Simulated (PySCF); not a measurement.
SMILES [Cl][Sn]([NH2])([F])[NH2] (H4ClFN2Sn) (B3LYP/def2-SVP optimised geometry):

```
9

N      1.695    -0.703     0.000
Sn    -0.333    -0.703     0.000
N     -1.092     1.176     0.000
F     -0.776    -1.693     1.616
Cl    -1.387    -1.862    -1.770
H      2.082    -0.428    -0.904
H      2.066    -1.626     0.232
H     -0.996     1.626     0.912
H     -2.082     1.178    -0.251
```

Computed with B3LYP/def2-TZVP, def2 effective core potentials past Kr in PySCF 2.14.0.

Task: What are the frontier orbital energies and the dipole moment?

Result: HOMO-2 -8.96 eV, HOMO-1 -8.15 eV, HOMO -8.04 eV, LUMO -2.24 eV, LUMO+1 0.09 eV; dipole moment 2.05 D.

On the same geometry PBE/def2-TZVP, def2 effective core potentials past Kr (PySCF) gives HOMO-2 -7.77 eV, HOMO-1 -6.93 eV, HOMO -6.83 eV, LUMO -2.84 eV, LUMO+1 -0.42 eV; dipole moment 2.06 D.
